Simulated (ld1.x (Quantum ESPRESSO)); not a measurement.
Ranking TM potentials for barium (Ba)

All share these settings but for the change named:

```
Element                 : barium (Ba)
Generator               : ld1.x (Quantum ESPRESSO) 7.5
Type                    : norm-conserving Troullier–Martins (Kleinman–Bylander form)
Functional              : Wu–Cohen
Relativity              : scalar-relativistic
Frozen core             : [Kr] 4d10
Valence charge          : 10
Reference configuration : 5s2 5p6 5d0 6s1.5 6p0 (charge +0.5)
Partial waves           : 5s (bound): rc 2.60 bohr; 5d (bound, empty): rc 2.35 bohr; 5p (bound): rc 2.30 bohr
Local potential         : the p channel
Core correction         : none
```

Occupied shells without a wave of their own: 6s. They enter only through the test configuration that unscreens the potential.

Cutoff: the first of the cutoffs (Ry, on a coarse ladder) from which the occupation-weighted sum of valence levels, in a spherical-Bessel basis at the reference potential, stays within 10 and 1 mRy of its value at 400 Ry; the density cutoff is not measured.

The base gives 25 Ry.

Of 8 variants that were run, those that failed, showed a ghost or another fault, or gave nearly equal values are left out.

Problem. Rank these variants from softest to hardest (loose cutoff).
A. all radii scaled by about 0.76 (s 1.96, p 1.74, d 1.78 bohr)
B. all radii scaled by about 1.13 (s 2.94, p 2.60, d 2.66 bohr)
C. all radii scaled by about 0.86 (s 2.24, p 1.98, d 2.04 bohr)

Solution. B (18 Ry), C (35 Ry), A (40 Ry).
